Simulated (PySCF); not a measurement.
Isomers of C7H9N, from PySCF, PBE0-D3(BJ)/def2-SVP geometry optimisation, gas phase. One conformer each, no zero-point energy, no frequencies.

Problem. Which isomer lies lowest at this level?
A. `[NH2:1][CH2:2][C:3]1=[CH:4][C@@H:5]2[C@@H:6]3[C@H:7]1[C@H:8]23` with H–N1–C2–C3 -53° and 63°, N1–C2–C3–C4 116°: A = 5112, B = 1540, C = 1372 MHz, dipole 2.01 D
B. `[CH2:1]=[C:2]([CH3:3])/[C:4]([CH3:5])=[CH:6]/[C:7]#[N:8]` with C1–C2–C4–C5 0°: A = 4280, B = 1224, C = 963.1 MHz, dipole 4.59 D
C. `[CH3:1][NH:2][c:3]1[cH:4][cH:5][cH:6][cH:7][cH:8]1` with C1–N2–C3–C4 -9°: A = 4997, B = 1521, C = 1176 MHz, dipole 2.07 D

Solution. C. That is N-methylaniline (`CNc1ccccc1`), 34.9 kcal/mol below the next.

```json
{"SMILES": "CNc1ccccc1", "mapped SMILES": "[CH3:1][NH:2][c:3]1[cH:4][cH:5][cH:6][cH:7][cH:8]1", "E (Eh)": "-326.30523", "relative (kcal/mol)": "0.0", "relative (kJ/mol)": "0.0", "dipole (D)": "2.07"}
{"SMILES": "C=C(C)/C(C)=C/C#N", "mapped SMILES": "[CH2:1]=[C:2]([CH3:3])/[C:4]([CH3:5])=[CH:6]/[C:7]#[N:8]", "E (Eh)": "-326.24962", "relative (kcal/mol)": "34.9", "relative (kJ/mol)": "146.0", "dipole (D)": "4.59"}
{"SMILES": "NCC1=C[C@@H]2[C@@H]3[C@H]1[C@H]23", "mapped SMILES": "[NH2:1][CH2:2][C:3]1=[CH:4][C@@H:5]2[C@@H:6]3[C@H:7]1[C@H:8]23", "E (Eh)": "-326.19159", "relative (kcal/mol)": "71.3", "relative (kJ/mol)": "298.4", "dipole (D)": "2.01"}
```

As drawn, the lowest has an aromatic ring, which the highest lacks; the highest has a three-membered ring and a C=C bond outside aromatic rings, which the lowest lacks.
